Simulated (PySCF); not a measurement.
ClMg, multiplicity 2. Atoms are numbered in the order given.

```xyz
2

Mg     0.0000     0.0000    -1.3032
Cl     0.0000     0.0000     0.9199
```
Charge 0, spin multiplicity 2.

Geometry: B3LYP-D3(BJ)/def2-TZVPD. The multiplicity is an assumed one; other spin states were not compared.

These are C-PCM-B3LYP/def2-TZVPD (PySCF 2.14.0) values and carry that method's errors.

The values are the electrostatic part of the solvation free energy, E(continuum) − E(gas) at the gas-phase geometry, in a cavity of scaled van der Waals radii (PySCF's table); cavitation and dispersion terms are not included. A continuum can't describe solvent molecules that bind to the metal. The dipole moment in vacuum is 3.58 D.

```
solvent                    ε  ΔG(elec) (kcal/mol)  dipole (D)
---------------------  -----  -------------------  ----------
water                  78.36                -11.0        5.06
N,N-dimethylformamide  37.22                -10.8        5.03
ethylethanoate          5.99                 -8.9        4.76
```
